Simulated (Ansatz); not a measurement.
Geometry optimisation, UKS PBE/def2-SVP in Ansatz 0.2.0.

Input:

```yaml
crystal:
  periodic: [false, false, false]
  atoms:
    - { symbol: Ti, position_ang: [0.130057, 1.0e-06, 0.264114] }
    - { symbol: Cl, position_ang: [1.574461, 3.0e-06, 2.090578] }
    - { symbol: F, position_ang: [1.133196, -1.0e-06, -1.139951] }
    - { symbol: Cl, position_ang: [-1.103003, 1.78006, 0.166758] }
    - { symbol: Cl, position_ang: [-1.103003, -1.780059, 0.166765] }
    - { symbol: Cl, position_ang: [-1.138607, -4.0e-06, 3.843936] }
magnetization:
  spin_polarized: true
  initial_magnetization: 1
basis:
  gaussian: { orbitals: def2-SVP }
hamiltonian:
  xc: pbe
relax:
  f_tol: 0.03
  max_steps: 50
output:
  orbitals: {}
```

Command:

```bash
$ ansatz run input.yaml --threads 4 --pin off --max-ram 5120MiB --backend cpu --events-out ev --progress --plain --runs-dir out
```

Q: Where does it end, and by what steps?

A: It converged. After 11 steps the energy has fallen by 0.601 eV; Cl6 moved furthest, 0.93 Å. Joined: Ti1–Cl6 (3.80 → 2.47 Å).

| step | energy less start (eV) | largest force component (eV/Å) | accepted |
| --- | --- | --- | --- |
| 0 | 0.0000 | 1.007 | yes |
| 1 | -0.0932 | 0.371 | yes |
| 2 | -0.1636 | 0.399 | yes |
| 3 | -0.2183 | 0.427 | yes |
| 4 | -0.2788 | 0.287 | yes |
| 5 | -0.3539 | 0.547 | yes |
| 6 | -0.4370 | 0.465 | yes |
| 7 | -0.5631 | 0.370 | yes |
| 8 | -0.5638 | 0.573 | yes |
| 9 | -0.5936 | 0.288 | yes |
| 10 | -0.5996 | 0.117 | yes |
| 11 | -0.6009 | 0.027 | yes |

```xyz
6
Properties=species:S:1:pos:R:3
Ti -0.095 0.000 0.615
Cl 1.736 0.000 2.183
F 1.108 0.000 -0.644
Cl -1.250 1.777 0.120
Cl -1.250 -1.777 0.120
Cl -0.755 0.000 2.998
```

Whether the end is a true minimum wasn't checked by a vibrational analysis.

The run took 52 s on 4 threads of Arm Neoverse V1, with other jobs on the host, peak memory 0.34 GiB.
